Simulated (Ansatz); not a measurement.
## C2H5AlBN: a line through the functionals

The species is C2H5AlBN (10 atoms), meant as a singlet with charge 0. SMILES: `B[C]1=C[NH][AlH]1`. The coordinates come from a PBE0-D4/def2-TZVP relaxation.

The HOMO–LUMO gap y, in eV, basis 6-31G(d); a is the functional's share of exact exchange. Programs: Ansatz 0.2.0.

| functional | program | a | y (eV) |
| --- | --- | --- | --- |
| BLYP | Ansatz | 0 | 2.71 |
| PBE | Ansatz | 0 | 2.79 |
| B3LYP | Ansatz | 0.2 | 4.19 |
| PBE0 | Ansatz | 0.25 | 4.65 |
| r2SCAN0 | Ansatz | 0.25 | ? |
| BHLYP | Ansatz | 0.5 | 6.36 |

Task: Fit y = c + s·a to the known rows and predict r2SCAN0.

Result: 
1. Means of the 5 rows: a = 0.1900, y = 4.140.
2. Σ(Δa)² = 0.172, Σ(Δa·Δy) = 1.2475, so the slope is 1.2475/0.172 = 7.2529.
3. Intercept: 4.140 − (7.2529) × 0.1900 = 2.762. The largest residual of the fit is 0.075.
4. r2SCAN0: 2.762 + (7.2529) × 0.25 = 4.58 eV.

The run gave 4.96 eV, so the prediction is off by -0.38 eV, more than the largest residual. Exact exchange lowers occupied levels and raises empty ones. The rows mix families of semi-local functionals, which the line can't see.
